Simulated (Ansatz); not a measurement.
Relaxation of Cl3GeH (5 atoms, charge 0, multiplicity 1), to a largest force component of 0.02 eV/Å in at most 40 steps.

Theory: RKS PBE/def2-SVP in Ansatz.

```xyz
5
Properties=species:S:1:pos:R:3
Ge 0.000 0.000 0.000
Cl 0.000 0.000 2.220
Cl 2.094 0.000 -0.739
H -0.730 1.265 -0.516
Cl -1.046 -1.812 -0.739
```

Problem. Where does it end, and by what steps?

Solution. The run converged. After 3 steps the energy has fallen by 0.092 eV; Cl3 moved furthest, 0.07 Å.

```
step  energy less start (eV)  largest force component (eV/Å)  accepted
   0                  0.0000                           0.924       yes
   1                 -0.0908                           0.122       yes
   2                 -0.0912                           0.160       yes
   3                 -0.0922                           0.000       yes
```

```xyz
5
Properties=species:S:1:pos:R:3
Ge -0.003 0.006 -0.002
Cl 0.012 -0.021 2.156
Cl 2.037 -0.021 -0.706
H -0.729 1.264 -0.516
Cl -0.999 -1.774 -0.707
```

Whether the end is a true minimum wasn't checked by a vibrational analysis.

Time of the run: 11 s on 1 thread of Arm Neoverse V2, on a shared host, peak memory 0.13 GiB.
